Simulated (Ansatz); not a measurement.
BeHI (SMILES [BeH][I]) moved off its minimum; all values from Ansatz (an electronic-structure program), cores frozen in correlated methods. Elements past Kr take the def2 small-core potentials, without spin–orbit coupling.
(charge 0, multiplicity 1)
```xyz
3

Be    -0.0856     0.0397    -1.9171
H      0.0210     0.0302    -3.2564
I     -0.0084    -0.0370     0.2544
```

Task: Give the forces (eV/Å), the total energy and the dipole at CCSD(T)/def2-TZVPPD.

Result: 
```csv
atom,Fx,Fy,Fz
Be1,0.182,-0.056,-0.488
H2,-0.125,0.041,0.239
I3,-0.057,0.015,0.249
```
Energy -312.1430 hartree, dipole 0.26 D.
